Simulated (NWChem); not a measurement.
Program: NWChem. System: H₃AlF₂S, charge 0, spin multiplicity 1, at a geometry optimised with PBE0/def2-SVP. The structure started from a generated list of species. Level: MP2/aug-pcseg-1, 12 core orbitals frozen.

Part of the output:

```
             Northwest Computational Chemistry Package (NWChem) 7.3.0
             --------------------------------------------------------

                                NWChem Input Module
                                -------------------

 Scaling coordinates for geometry "geometry" by  1.889725989
 (inverse scale =  0.529177249)

 Turning off AUTOSYM since
 SYMMETRY directive was detected!

                             Geometry "geometry" -> ""
                             -------------------------

 Output coordinates in angstroms (scale by  1.889725989 to convert to a.u.)

  No.       Tag          Charge          X              Y              Z
 ---- ---------------- ---------- -------------- -------------- --------------
    1 Al                  13.0000    -0.64938900     0.67793300     0.00000000
    2 H                    1.0000    -0.41550700     2.23257300     0.00000000
    3 F                    9.0000    -1.11863700    -0.09457800     1.41111400
    4 F                    9.0000    -1.11863700    -0.09457800    -1.41111400
    5 S                   16.0000     1.65743200    -0.42703700     0.00000000
    6 H                    1.0000     1.23706000    -1.25534800     0.98416700
    7 H                    1.0000     1.23706000    -1.25534800    -0.98416700

 Effective nuclear repulsion energy (a.u.)     215.1442776225

            Nuclear Dipole moment (a.u.)
            ----------------------------
        X                 Y               Z
 ---------------- ---------------- ----------------
     0.0000037795     0.0000188973     0.0000000000

      Symmetry information
      --------------------

 Group name             Cs
 Group number              2
 Group order               2
 No. of unique centers     5

      Symmetry unique atoms

     1    2    3    5    6


 Summary of "ao basis" -> "" (spherical)
 ------------------------------------------------------------------------------
       Tag                 Description            Shells   Functions and Types
 ---------------- ------------------------------  ------  ---------------------
 *                        aug-pcseg-1                 on all atoms

 Summary of "ao basis" -> "ao basis" (spherical)
 ------------------------------------------------------------------------------
       Tag                 Description            Shells   Functions and Types
 ---------------- ------------------------------  ------  ---------------------
[...]
    2 H    1     1.34   0.75  0.52  0.08  0.01 -0.01
    3 F    9     9.79   2.00  0.93  1.04  0.01  3.42  2.32  0.07  0.00  0.01
    4 F    9     9.79   2.00  0.93  1.04  0.01  3.42  2.32  0.07  0.00  0.01
    5 S   16    16.91   2.00  2.00  1.12  0.87  0.08  5.99  3.18  1.46  0.09  0.07  0.05
    6 H    1     0.54   0.69 -0.07 -0.03  0.02 -0.07
    7 H    1     0.54   0.69 -0.07 -0.03  0.02 -0.07

       Multipole analysis of the density wrt the origin
       ------------------------------------------------

     L   x y z        total         open         nuclear
     -   - - -        -----         ----         -------
     0   0 0 0     -0.000000      0.000000     50.000000

     1   1 0 0      1.350776      0.000000      0.000004
     1   0 1 0     -0.506389      0.000000      0.000019
     1   0 0 1      0.000000      0.000000      0.000000

     2   2 0 0    -27.362867      0.000000    268.519148
     2   1 1 0     -2.551990      0.000000    -68.481818
     2   1 0 1      0.000000      0.000000      0.000000
     2   0 2 0    -27.079681      0.000000     61.385417
     2   0 1 1     -0.000000      0.000000      0.000000
     2   0 0 2    -30.359273      0.000000    134.913161

                   NWChem MP2 Semi-direct Energy/Gradient Module
                   ---------------------------------------------

  Basis functions       =    127
  Molecular orbitals    =    127
  Frozen core           =     12
  Frozen virtuals       =      0
  Active alpha occupied =     13
  Active beta occupied  =     13
  Active alpha virtual  =    102
  Active beta virtual   =    102
  Use MO symmetry       = T
  Use skeleton AO sym   = T

  AO/Fock/Back tols     =   1.0D-09  1.0D-09  1.0D-09

 GA uses MA = F    GA memory limited = T

 Available:
  local mem=  1.26D+08
 global mem=  1.44D+08
 local disk=  0.00D+00
  mp2_memr nvloc                   102
  nvloc new                   102
   1 passes of  13:        3145728                      66716                  36022708.
   1 passes of  13: M    126150272           G      144146942           F     123004544.

 Semi-direct pass number   1 of   1  for RHF alpha+beta  at        7.8s
  vrange nnbf                  7984
  mp2_eaftype                   137  avail_ma_in_mb                  1099
 EAF : mp2_eaftype filesize         137   18011354.
  mp2_eaf for mointskh                    137
Node 0 wrote     84.7 Mb in      0.0 s     Agg I/O rate:  1785.7 Mb/s
 Done moints_semi at       15.5s
  mp2_eaftype                   137  avail_ma_in_mb                   962
 EAF : mp2_eaftype filesize         137   18011354.
  mp2_eaf for kh                   137
 Done maket at       16.2s
 Done multipass loop at       16.2s

          -------------------------------------------
          SCF energy                -840.147283729050
          Correlation energy          -0.606393628808
          Singlet pairs               -0.372019313355
          Triplet pairs               -0.234374315453
          Total MP2 energy          -840.753677357858
          -------------------------------------------

          ---------------------------------------------------
                    Spin Component Scaled (SCS) MP2
          Same spin pairs                     -0.156249543636
          Same spin scaling factor             0.333333333333
          Opposite spin pairs                 -0.450144085172
          Opposite spin scaling fact.          1.200000000000
          SCS-MP2 correlation energy          -0.592256083419
          Total SCS-MP2 energy              -840.739539812469
          ---------------------------------------------------

 -----------------------
 Performance information
 -----------------------

 Timer overhead =  2.23D-07 seconds/call

               Nr. of calls         CPU time (s)                 Wall time (s)                GFlops
             ---------------    -------------------     ------------------------------   -------------------
Name         Min   Avg   Max    Min     Avg     Max     Min     Avg     Max   Mx/calls   Min     Max     Sum
mp2: moin     1     1     1    7.7     7.7     7.7      7.7     7.7     7.7     7.7      0.0     0.0     0.0
mp2: make     1     1     1   0.65    0.65    0.65     0.65    0.65    0.65    0.65      0.0     0.0     0.0
mp2: tota     1     1     1    8.4     8.4     8.4      8.4     8.4     8.4     8.4      0.0     0.0     0.0

 The average no. of pstat calls per process was 3.00D+00
 with a timing overhead of 6.69D-07s

 Task  times  cpu:       16.2s     wall:       16.2s

 Total times  cpu:       16.2s     wall:       16.2s
```

Question: Write an NWChem input that would produce this output.

Answer: Several could match; the one computed here: 
```
start mol
memory heap 200 mb stack 900 mb global 1100 mb
geometry units angstroms nocenter noautoz
  Al    -0.649389     0.677933     0.000000
  H     -0.415507     2.232573     0.000000
  F     -1.118637    -0.094578     1.411114
  F     -1.118637    -0.094578    -1.411114
  S      1.657432    -0.427037     0.000000
  H      1.237060    -1.255348     0.984167
  H      1.237060    -1.255348    -0.984167
  symmetry group Cs
end
basis spherical
  * library aug-pcseg-1
end
scf
  rhf
  nopen 0
  maxiter 100
  thresh 1e-7
  semidirect memsize 60000000 filesize 0
end
mp2
  freeze core 12
end
task mp2 energy
```
